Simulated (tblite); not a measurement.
Compound: C6H9O3 (doublet state).
Atom-mapped SMILES: `[CH3:1]/[CH:2]=[CH:3]\[O:4][CH2:5][CH2:6][C:7]([O:8])=[O:9]` (hydrogens: H10, H11, H12 on C1; H13 on C2; H14 on C3; H15, H16 on C5; H17, H18 on C6)
Bond orders are those of one Lewis drawing.

Computed with GFN2-xTB (tblite), gas phase: L-BFGS steps from a force-field or distance-geometry start until the largest atomic force falls under 0.01 eV/Å.

Geometry at step 95:
```
atom  x, y, z in Å
C1     -2.6038   -1.0630   -1.3025
C2     -2.5334    0.2383   -0.5867
C3     -1.4237    0.6992    0.0101
O4     -0.2917   -0.0209   -0.0131
C5      0.8986    0.4821    0.5459
C6      1.9686    0.2692   -0.5168
C7      3.3834   -0.2171    0.2223
O8      4.2996    0.1110   -0.4942
O9      3.1819   -0.7448    1.2905
H10    -3.1043   -0.9479   -2.2618
H11    -1.6155   -1.4764   -1.4696
H12    -3.1812   -1.7750   -0.7117
H13    -3.4485    0.8038   -0.5074
H14    -1.4104    1.6369    0.5558
H15     0.8040    1.5399    0.8182
H16     1.1609   -0.1107    1.4355
H17     1.7047   -0.5643   -1.1694
H18     2.2020    1.1459   -1.1215
```

**Question.** What forces act on the atoms?

**Answer.** 
```tsv
atom	Fx (eV/Å)	Fy (eV/Å)	Fz (eV/Å)
C1	-0.027	-0.017	-0.039
C2	0.031	0.024	0.050
C3	-0.064	-0.078	-0.064
O4	-0.032	-0.045	0.078
C5	-0.045	0.017	-0.123
C6	-0.017	0.038	-0.029
C7	-0.015	0.101	0.262
O8	-0.008	-0.136	0.049
O9	0.180	0.090	-0.386
H10	-0.062	0.028	-0.004
H11	0.074	0.017	0.054
H12	-0.027	-0.007	-0.023
H13	0.046	0.049	0.011
H14	0.031	0.024	-0.045
H15	-0.020	-0.054	0.030
H16	-0.060	0.011	-0.043
H17	0.073	-0.020	0.132
H18	-0.060	-0.043	0.088
```

The largest, 0.44 eV/Å, acts on O9; the rms over all components is 0.087 eV/Å. The forces sum to zero within rounding, as they must for an isolated molecule in no field.

**Question.** Give the force on O9 in Eh/bohr and in nN.

**Answer.** 0.435 eV/Å ÷ 51.422 = 0.00847 Eh/bohr, and 0.435 eV/Å × 1.602 = 0.70 nN.

**Question.** How far is this geometry from the end of the optimisation?

**Answer.** 0.157 eV above it, and 0.615 Å rms away after alignment. The bonds farthest from their final lengths, with half the difference of the two atoms' forces along the bond (positive lengthens):

```csv
bond,now (Å),final (Å),force along bond (eV/Å)
C6–C7,1.669,1.685,+0.06
C5–C6,1.523,1.515,-0.02
C5–H16,1.101,1.093,+0.03
C7=O9,1.208,1.201,-0.30
C3–O4,1.342,1.348,0.00
C2=C3,1.342,1.337,-0.08
```

The angle farthest from its final value is C3–O4–C5, 121.0° against 118.0°.

What follows is the cost of the whole relaxation. The run took 4.6 s wall, 4.0 s CPU on one thread, Intel Xeon at 2.50 GHz (x86_64), shared host with 64 logical CPUs at a one-minute load of 54.
